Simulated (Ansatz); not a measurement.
A nudged elastic band was laid between two geometries of ClGaH5NSi (9 atoms, charge 0, multiplicity 1).

Theory: RKS PBE-D4/def2-SVP (Ansatz 0.2.0).

```
movable images  : 7
climbing image  : yes
spring          : 5.0 eV/Å²
optimiser       : quadratic models (default)
start path      : through a guess of the saddle point
force threshold : 0.05 eV/Å
iteration limit : 60
end points      : relaxed
```

First end point:

```xyz
9
Properties=species:S:1:pos:R:3
Ga -0.456 0.560 0.243
Si 1.473 -0.832 0.510
N -1.664 0.525 -1.117
H -1.620 -0.111 -1.914
Cl -0.950 2.090 1.722
H 1.579 -1.830 -0.614
H 2.716 0.019 0.521
H 1.387 -1.577 1.815
H -2.465 1.157 -1.165
```

Last end point:

```xyz
9
Properties=species:S:1:pos:R:3
Ga -1.239 0.978 0.798
Si 1.188 -0.689 -0.398
N -1.526 0.101 -0.681
H 1.170 -0.015 -1.730
Cl -0.886 2.060 2.616
H 0.462 -1.992 -0.318
H 2.623 -0.909 0.018
H 0.711 0.272 0.709
H -2.503 0.195 -1.015
```

**Question.** What changes between the two ends?

**Answer.** Bonds broken: Ga1–Si2, N3–H4. Bonds formed: Si2–H4. ClGaH5NSi becomes ClGaHN + H4Si.

**Question.** Give the energies along the band, and the barrier.

**Answer.** The run converged. The highest image is number 5 of 0 to 8, 3.26 eV above the first end and 0.56 eV above the last; the last end lies 2.70 eV above the first. A vibrational analysis at the climbing image gives one clearly imaginary mode, 964i cm⁻¹: a first-order saddle point. The orbitals stay closed-shell, which can raise the energy where a bond breaks towards radicals; this wasn't checked here.

```json
{"image": "0", "path coordinate (Å)": "0.00", "energy (eV)": "0.00", "Ga1–Si2 (Å)": "2.39", "N3–H4 (Å)": "1.02", "Si2–H4 (Å)": "3.99"}
{"image": "1", "path coordinate (Å)": "1.01", "energy (eV)": "0.01", "Ga1–Si2 (Å)": "2.39", "N3–H4 (Å)": "1.02", "Si2–H4 (Å)": "3.99"}
{"image": "2", "path coordinate (Å)": "2.02", "energy (eV)": "0.05", "Ga1–Si2 (Å)": "2.38", "N3–H4 (Å)": "1.02", "Si2–H4 (Å)": "3.78"}
{"image": "3", "path coordinate (Å)": "3.03", "energy (eV)": "1.11", "Ga1–Si2 (Å)": "2.38", "N3–H4 (Å)": "1.02", "Si2–H4 (Å)": "3.07"}
{"image": "4", "path coordinate (Å)": "4.04", "energy (eV)": "2.11", "Ga1–Si2 (Å)": "2.67", "N3–H4 (Å)": "1.03", "Si2–H4 (Å)": "2.53"}
{"image": "5", "path coordinate (Å)": "5.05", "energy (eV)": "3.26", "Ga1–Si2 (Å)": "2.92", "N3–H4 (Å)": "1.50", "Si2–H4 (Å)": "1.67"}
{"image": "6", "path coordinate (Å)": "6.16", "energy (eV)": "2.79", "Ga1–Si2 (Å)": "3.33", "N3–H4 (Å)": "2.62", "Si2–H4 (Å)": "1.49"}
{"image": "7", "path coordinate (Å)": "7.27", "energy (eV)": "2.75", "Ga1–Si2 (Å)": "3.32", "N3–H4 (Å)": "2.83", "Si2–H4 (Å)": "1.49"}
{"image": "8", "path coordinate (Å)": "8.38", "energy (eV)": "2.70", "Ga1–Si2 (Å)": "3.18", "N3–H4 (Å)": "2.90", "Si2–H4 (Å)": "1.49"}
```

**Question.** What is the geometry of the highest image?

**Answer.** 
```xyz
9
Properties=species:S:1:pos:R:3:forces:R:3
Ga -0.911 0.831 0.673 0.00 0.00 0.00
Si 1.168 -0.915 -0.400 0.00 0.00 0.00
N -1.287 0.535 -1.026 0.00 0.00 0.00
H -0.110 -0.347 -1.304 0.00 0.00 0.00
Cl -1.161 1.635 2.646 0.00 0.00 0.00
H 1.251 -2.264 0.281 0.00 0.00 0.00
H 2.557 -0.319 -0.346 0.00 0.00 0.00
H 0.621 -0.120 0.927 0.00 0.00 0.00
H -2.127 0.964 -1.451 0.00 0.00 0.00
```

**Question.** What are the harmonic wavenumbers there?

**Answer.** 964i, 104, 108, 171, 179, 215, 392, 417, 437, 605, 776, 785, 874, 879, 916, 1164, 1439, 1627, 2115, 2135, 3383 cm⁻¹.

Run time: 5.6 min on 2 threads of Intel(R) Xeon(R) Platinum 8259CL CPU @ 2.50GHz (Skylake/Cascade Lake) (shared host), peak memory 0.18 GiB.
